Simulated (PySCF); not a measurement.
Ligands exchanged one at a time, Ge H-Cl. All species are isolated molecules in the gas phase. Strings in code marks are SMILES.

All values below come from PBE-D3(BJ)/def2-TZVP // PBE0-D3(BJ)/def2-TZVP run with PySCF. All candidates: neutral, multiplicity 1. 

| Quantity | Result |
|---|---|
| HOMO–LUMO gap | 5.96 eV |
| dipole moment | 1.82 D |
| HOMO | -7.63 eV |

Q: Name which member has these values.
A) `[GeH4]`
B) `[Cl][GeH3]`
C) `[Cl][GeH2][Cl]`

A: C, `[Cl][GeH2][Cl]`. The others give `[GeH4]`: 8.53 eV, 0.00 D, -8.35 eV; `[Cl][GeH3]`: 6.19 eV, 1.85 D, -7.39 eV
